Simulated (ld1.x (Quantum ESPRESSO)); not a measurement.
# Configuration tests for gallium (PAW)

- Element: gallium
- Generator: ld1.x (Quantum ESPRESSO) 7.5
- Type: PAW
- Functional: PBE
- Relativity: non-relativistic
- Frozen core: [Ar] 3d10
- Valence charge: 3
- Reference configuration: 4s2 4p1
- Partial waves: 4s (bound): rcut 1.56, rcutus 1.66 bohr; 4s channel at 0.1 Ry: rcut 1.56, rcutus 1.66 bohr; 4p (bound): rcut 1.60, rcutus 2.10 bohr; 4p channel at 0.9 Ry: rcut 1.60, rcutus 2.10 bohr
- Local potential: all-electron potential smoothed inside 1.56 bohr (lloc = -1)
- Core correction: Bessel-smoothed model core inside 1.70 bohr
- Augmentation charge: PSQ, inside the norm-conserving radii

Energies are relative to the spin-unpolarised reference configuration 4s2 4p1; without spin polarisation the order of configurations can differ from experiment.

```tsv
valence configuration	charge	ΔE all-electron (eV)	error AE − PS (meV)
4s1 4p0	+2	26.484	-181
4s2 4p0.5	+0.5	2.049	-1.6
4s0 4p3	0	12.760	-62
4s1 4p1	+1	12.767	-48
4s1 4p2	0	6.246	-16
```

**Question.** What are ΔE and the potential's error for 4s2 4p1.3?

**Answer.** ΔE = -0.544 eV all-electron; the error (AE − PS) is -0.1 meV.

**Question.** What are ΔE and the potential's error for 4s2 4p0?

**Answer.** ΔE = 5.722 eV all-electron; the error (AE − PS) is -11 meV.
